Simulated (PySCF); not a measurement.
Computed shifts of a molecule C2H9NSi, PySCF with B3LYP/pcSseg-1, GIAO, gas phase, atoms alike by connectivity averaged where their shifts nearly agree, in ppm (number of nuclei): ²⁹Si: -11.3 (1). ¹³C: 6.7 (1), 0.8 (1). ¹⁵N: 20.6 (1). ¹H: 4.84 (1), 0.45 (3), 0.39 (1), 0.35 (3), 0.11 (1). References: ²⁹Si against TMS (σ = 338.7 ppm); ¹³C against TMS (σ = 181.3 ppm); ¹⁵N against NH3 (σ = 265.5 ppm); ¹H against TMS (σ = 31.68 ppm), references at their B3LYP-D3(BJ)/def2-TZVP geometries, non-relativistic. Coordinates come from a B3LYP-D3(BJ)/def2-SVP optimisation. Other conformers were not sampled.

**Question.** Which structure fits?
(A) CN(C)[SiH3]
(B) C[SiH2]CN
(C) C[SiH](C)N
(D) CN[SiH2]C

**Answer.** C, C[SiH](C)N
